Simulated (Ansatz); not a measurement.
Abridged output of a molecular run in Ansatz:

```
Functional definition: HF
1628 factors; integrals over basis functions are off by at most 1.1e-3 eV
mean field evaluation 1: about -61351.3759 eV, gradient 3.6e1 eV
mean field evaluation 2: about -61351.6216 eV, gradient 3.6e1 eV
mean field evaluation 4: about -61355.2228 eV, gradient 5.7e0 eV
mean field evaluation 8: about -61355.3175 eV, gradient 3.8e-1 eV
mean field evaluation 16: about -61355.3184 eV, gradient 1.4e-6 eV
mean field -61355.31841364 eV, -2254.7663635726 hartree, gradient 1.4e-6 eV, S^2 0.000000; 0 other end points of the search recorded, 0 dependent functions left out
13 core orbitals not correlated: weight in the atoms' cores, before any rotation towards them, 1.000 or more for the frozen orbitals, at most 0.000 for the correlated occupied ones
reference -61355.31841364 eV, -2254.7663635726 hartree; 19, 19 occupied and 238, 238 virtual orbitals, 1628 factors
second order -25.36808008 eV of doubles, -0.00000000 eV of singles
cycle   1  -25.45000092 eV  change   -8.2e-2 eV  update   1.3e-1
cycle   2  -26.21635084 eV  change   -7.7e-1 eV  update   4.1e-2
cycle   3  -26.39173322 eV  change   -1.8e-1 eV  update   2.4e-2
cycle   4  -26.37369904 eV  change    1.8e-2 eV  update   6.8e-3
cycle   5  -26.37081472 eV  change    2.9e-3 eV  update   3.4e-3
cycle   6  -26.37213064 eV  change   -1.3e-3 eV  update   9.9e-4
cycle   7  -26.37168964 eV  change    4.4e-4 eV  update   3.9e-4
cycle   8  -26.37168247 eV  change    7.2e-6 eV  update   1.3e-4
cycle   9  -26.37178037 eV  change   -9.8e-5 eV  update   4.6e-5
cycle  10  -26.37176875 eV  change    1.2e-5 eV  update   1.8e-5
perturbative correction -1.11561164 eV, -0.0409979715 hartree
Total energy: -61382.80579402 eV, -2255.7765061702 hartree
```

Its atoms:

```xyz
12

B    -0.058   -0.856    0.894
C     0.278    0.118   -0.319
C     1.471    0.139   -1.194
O    -0.626    0.985   -0.535
Ge   -1.776    0.326    0.950
H    -0.218   -2.002    0.551
H     0.698   -0.734    1.826
H     1.572   -0.841   -1.669
H     2.360    0.263   -0.568
H     1.420    0.926   -1.946
H    -3.121    0.064    0.229
H    -2.001    1.613    1.781
```

Q: Which basis set was used?
A. def2-SVPD
B. def2-TZVPP
C. def2-TZVPPD
D. def2-SVP

A: B. It gives 270 functions.

Q: Write the keys of the input that set method, charge and spin (a neutral closed shell needs none for the last two).

A: 
```yaml
correlation: {method: ccsd_t}
```
